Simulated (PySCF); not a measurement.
CH2Cl, SMILES [CH2]Cl (connectivity only; charge and spin as stated), charge +1, multiplicity 1. Heavy atoms are numbered as in [CH2:1][Cl:2]. Hydrogens are named by the atom that carries them.

Geometry optimised at B3LYP-D3(BJ)/def2-TZVP. The multiplicity is an assumed one; other spin states were not compared. The isomer is the one that the SMILES or the coordinates give; other isomers of the formula were not compared.

Computed with PBE0/pcSseg-2 run with PySCF.

GIAO shieldings, no solvent; atoms alike by connectivity are averaged. δ = σ(ref) − σ: ¹³C against TMS (σ = 186.1 ppm); ³⁵Cl against HCl (σ = 943.3 ppm); ¹H against TMS (σ = 31.54 ppm), references at their B3LYP-D3(BJ)/def2-TZVP geometries, non-relativistic (without spin–orbit terms, shifts of atoms bonded to Cl or Br come out too high).

```tsv
atoms	nucleus	count	δ (ppm)
C1 (CH2)	¹³C	1	333.9
Cl2	³⁵Cl	1	1232.0
H on C1	¹H	2	(withheld)
```

### Question
Fill in the missing entries. (An estimate is asked for; the answer gives what the named calculation found.)

### Answer

- H on C1, δ (ppm): 12.89
